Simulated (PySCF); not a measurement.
**Magnetic susceptibility: SMILES CS/C=C\C(=O)C=O, C$_{5}$H$_{6}$O$_{2}$S**

Geometry (Å), atoms numbered from 1 in this order:
```xyz
14

C     2.9422   -0.2267   -0.2951
S     1.1933   -0.7657   -0.4541
C     0.4614    0.6008    0.2642
C    -0.8854    0.6933    0.3921
C    -1.6509   -0.4075   -0.1040
O    -1.1003   -1.3845   -0.6191
C    -3.1494   -0.3444    0.0189
O    -3.7536    0.5715    0.5075
H     3.5532   -1.0157   -0.7195
H     3.1963   -0.0929    0.7511
H     3.0996    0.6929   -0.8489
H     1.1255    1.3774    0.6067
H    -1.3787    1.5391    0.8391
H    -3.6537   -1.2382   -0.3909
```

The calculation used PySCF 2.14.0, GIAO HF/pcSseg-1 magnetisability, rotational g tensor and spin-rotation constants, non-relativistic, gas phase. Geometry: GFN2-xTB.

**Question.** How diamagnetic is it, and how anisotropic?

**Answer.** Isotropic -1074 × 10⁻³⁰ J/T², or -64.7 × 10⁻⁶ cm³/mol; principal values -1491, -976, -754 × 10⁻³⁰ J/T², anisotropy 655 × 10⁻³⁰ J/T² (root of half the summed squared differences of the principal values). The susceptibility is in cgs units.

**Question.** Split it along the inertial axes a, b, c into diamagnetic and paramagnetic parts about the centre of mass, with the quadrupole moment.

**Answer.** 
| axis | χ (10⁻⁶ cm³/mol) | diamagnetic (10⁻⁶ cm³/mol) | paramagnetic (10⁻⁶ cm³/mol) | summed x² of all electrons (Å²) | quadrupole Θ (D Å) |
| --- | --- | --- | --- | --- | --- |
| a | -57.0 | -296.5 | 239.5 | 332.4 | +1.80 |
| b | -47.2 | -1465.9 | 1418.7 | 56.7 | -0.69 |
| c | -89.8 | -1650.8 | 1561.0 | 13.1 | -1.11 |

Anisotropies 2χaa − χbb − χcc = +23.1 and 2χbb − χaa − χcc = +52.4 × 10⁻⁶ cm³/mol. Θ is traceless in Buckingham's convention.

**Question.** And the rotational g tensor?

**Answer.** 
| axis | rotational constant (GHz) | g | nuclear part | electronic part |
| --- | --- | --- | --- | --- |
| a | 6.2607 | -0.1199 | 0.5845 | -0.7044 |
| b | 0.8564 | -0.0197 | 0.5511 | -0.5708 |
| c | 0.7570 | -0.0022 | 0.5529 | -0.5551 |

Asymmetric top; isotopes 12C, 1H, 16O, 32S; no vibrational averaging.
